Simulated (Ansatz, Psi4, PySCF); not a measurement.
diethyl sulfide (C₄H₁₀S), singlet, at a GFN2-xTB geometry. Base run: HF/STO-3G (PySCF).

The PySCF input:
```python
from pyscf import gto, scf

mol = gto.M(
    atom='''
C     2.560674   -0.007758   -0.238388
C     1.106354    0.249564   -0.581266
S     0.038049   -0.224781    0.829016
C    -1.553893    0.475589    0.276743
C    -2.192962   -0.315920   -0.848776
H     2.850209    0.567661    0.637580
H     3.196552    0.277998   -1.074003
H     2.716776   -1.061996   -0.022780
H     0.930353    1.308383   -0.777189
H     0.803100   -0.338536   -1.448012
H    -1.375110    1.512437   -0.011201
H    -2.182656    0.457998    1.166380
H    -2.314895   -1.355578   -0.554183
H    -1.582153   -0.278953   -1.748084
H    -3.171995    0.098226   -1.082633
''',
    basis='sto-3g',
    charge=0,
    spin=0,
    verbose=3,
)

mf = scf.RHF(mol)
mf.kernel()
```

The same geometry, method and basis name were run in Ansatz (a program for electronic structure) and Psi4 and PySCF, at each program's defaults and at the settings that a row names. The base is PySCF at its defaults. Differences at the defaults can come from grids, fitting, cores and function types together.

| code and settings | ΔE vs base (µEh) | basis functions | E (Eh) | SCF cycles | dipole (D) |
|---|---|---|---|---|---|
| PySCF, defaults (exact integrals, spherical functions) | 0.0 | 39 | -548.63750 | 8 | 0.95 |
| Psi4, defaults (density fitting with its default set, spherical functions) | -677 | 39 | -548.63817 | 7 | 0.95 |
| Ansatz, defaults (factorised integrals, spherical functions) | 24.0 | 39 | -548.63747 | - | - |
| PySCF, density fitting with def2-universal-jkfit | -677 | 39 | -548.63817 | 8 | 0.95 |
| Psi4, exact integrals, spherical functions | 0.0 | 39 | -548.63750 | 9 | 0.95 |
| Ansatz, high accuracy | 0.0 | 39 | -548.63750 | - | - |
